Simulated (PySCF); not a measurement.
## Working out the ionisation energy of Fe

Fe [Ar] 3d6 4s2 (5D) → Fe⁺ [Ar] 3d6 4s1 (6D). All numbers are calculated (PySCF 2.14, the spin-free X2C one-electron Hamiltonian (Gaussian nucleus), in x2c-SVPall). Frozen: [Ar]. Energies in hartree (1 hartree = 27.21139 eV):

```tsv
part	Fe (lower)	Fe⁺ (upper)
UHF	-1271.130856	-1270.894402
MP2 opposite-spin	-0.061490	-0.034146
MP2 same-spin	-0.051957	-0.050371
```

Q: What does Hartree-Fock give?

A: (-1270.894402) − (-1271.130856) = 0.236454 hartree = 6.434 eV.

Q: What do MP2 and SCS-MP2 (6/5 opposite-spin, 1/3 same-spin) give?

A: The opposite-spin parts differ by 0.744 eV and the same-spin parts by 0.043 eV. MP2: 6.434 + (0.744) + (0.043) = 7.221 eV. SCS-MP2: 6.434 + 1.2 × (0.744) + (0.043)/3 = 7.341 eV.

Measured between the centres of the two terms (NIST): 7.904 eV, so MP2 (valence) is off by -0.683 eV.

A double-zeta basis recovers only part of the correlation energy.

What remains against the reference includes basis incompleteness, the frozen core and correlation beyond second order.
